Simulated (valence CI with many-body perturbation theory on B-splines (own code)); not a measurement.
Cd XVI: one-electron terms

Level of theory: valence CI with perturbative core correlation (CI+MBPT): five valence electrons over a frozen Dirac-Fock core [Ar] 3d10, radial functions for each j: 11 s, 11 p, 10 d, 8 f, 5 g, 2 h, with the one-electron correlation potential Σ1, the two-electron term Σ2, the three-electron term Σ3, Breit, model QED; selected CI, second order for the rest, scaled by the run's own slope (own B-spline code, finite nucleus).

No measured levels were compared; by estimate levels hold to about 250 cm⁻¹ or 0.2 % of their energy and the worst to 1 %, as in measured heavy ions of charge 2 to 7; those with d or f electrons hold less well. Among the levels kept, up to 2200 cm⁻¹ of a level comes from second order outside the variational space, and about a tenth of that is noise between levels of different J, which matters for small intervals.

These are the spectroscopic orbitals of the CI (the correlating ones are not listed), shaped by the core and the other valence electrons. h is the expectation value of the core's Dirac-Fock operator, without the valence repulsion; Σ1 is computed up to l = 3 at one energy for each symmetry, that of its lowest orbital but kept below the first core excitation, so for empty shells it is not the orbital's own correlation shift; Breit and QED include the response of the core.

```csv
Orbital,h (hartree),Σ1 (cm⁻¹),Breit (cm⁻¹),QED (cm⁻¹),⟨r⟩ (bohr)
4s1/2,-19.99,-11123,1666,1281,0.7961
5s1/2,-11.365,-3450,653,504,1.437
6s1/2,-7.3319,-1548,316,246,2.274
7s1/2,-5.1266,-846,180,140,3.292
8s1/2,-3.7865,-516,112,87.5,4.497
9s1/2,-2.911,-339,74.6,58.3,5.890
4p1/2,-18.475,-10732,2539,-63.5,0.8195
5p1/2,-10.661,-3408,1001,-24.6,1.498
6p1/2,-6.9581,-1590,505,-12.3,2.362
7p1/2,-4.9042,-886,292,-7.1,3.411
8p1/2,-3.6436,-548,184,-4.5,4.646
9p1/2,-2.8138,-363,124,-3.0,6.069
4p3/2,-18.135,-10034,1581,58.5,0.8369
5p3/2,-10.512,-3252,626,23.4,1.521
6p3/2,-6.8796,-1530,329,11.9,2.391
7p3/2,-4.8577,-857,191,6.9,3.445
8p3/2,-3.6138,-531,121,4.4,4.686
9p3/2,-2.7936,-353,81.3,3.0,6.114
4d3/2,-15.65,-9413,812,-70.3,0.8820
5d3/2,-9.3669,-3240,342,-28.6,1.633
6d3/2,-6.267,-1618,184,-15.2,2.556
7d3/2,-4.4907,-936,111,-9.0,3.666
8d3/2,-3.3765,-593,71.6,-5.8,4.962
4d5/2,-15.584,-9223,429,-36.5,0.8869
5d5/2,-9.3374,-3186,177,-14.8,1.639
6d5/2,-6.2509,-1592,95.4,-7.8,2.563
7d5/2,-4.4809,-921,56.9,-4.6,3.674
8d5/2,-3.3701,-584,36.7,-3.0,4.972
4f5/2,-12.968,-7844,126,-19.4,0.9288
5f5/2,-8.1901,-2821,65.9,-10.5,1.749
6f5/2,-5.6372,-1419,37.8,-6.2,2.738
7f5/2,-4.1124,-826,23.5,-3.9,3.913
4f7/2,-12.961,-7749,-14.5,-13.2,0.9298
5f7/2,-8.1861,-2781,-7.7,-7.4,1.750
6f7/2,-5.6346,-1398,-4.4,-4.3,2.740
7f7/2,-4.1107,-814,-2.8,-2.7,3.915
5g7/2,-7.7707,,0.4,-0.9,1.669
6g7/2,-5.3976,,0.4,-0.6,2.684
7g7/2,-3.9623,,0.4,-0.4,3.890
5g9/2,-7.7693,,-2.5,0.3,1.669
6g9/2,-5.3968,,-2.4,0.1,2.685
7g9/2,-3.9617,,-1.9,0.0,3.891
6h9/2,-5.3417,,,,2.429
6h11/2,-5.3412,,,,2.429
```

Among the shells of the start configuration 4s2 4p3, Σ1 is largest in size for 4s1/2, where it is 0.25 % of h.

Lowest root of each symmetry, sizes in configuration state functions:

```
   J  Parity  Roots  Reference  Variational  Second order  Change by selected CI (cm⁻¹)  Change by second order (cm⁻¹)
 1/2    even     10         96        31978       2066510                         -8651                           -191
 3/2    even     12        156        31999       2729983                         -7831                           -447
 5/2    even     11        165        31985       3944082                         -7547                           -579
 7/2    even      6        127        31959       3516006                         -9328                           -721
 9/2    even      3         83        31623       3282535                         -9962                           -649
 1/2     odd     23        117        31996       2069133                         -8723                           -490
 3/2     odd     35        199        31865       3873354                         -6727                           -675
 5/2     odd     35        218        31958       3040223                         -6792                          -1105
 7/2     odd     28        191        31976       3666484                         -8137                           -704
 9/2     odd     16        133        31840       3751813                         -8333                           -625
11/2     odd      5         78        32066       4294176                        -11697                           -919
```
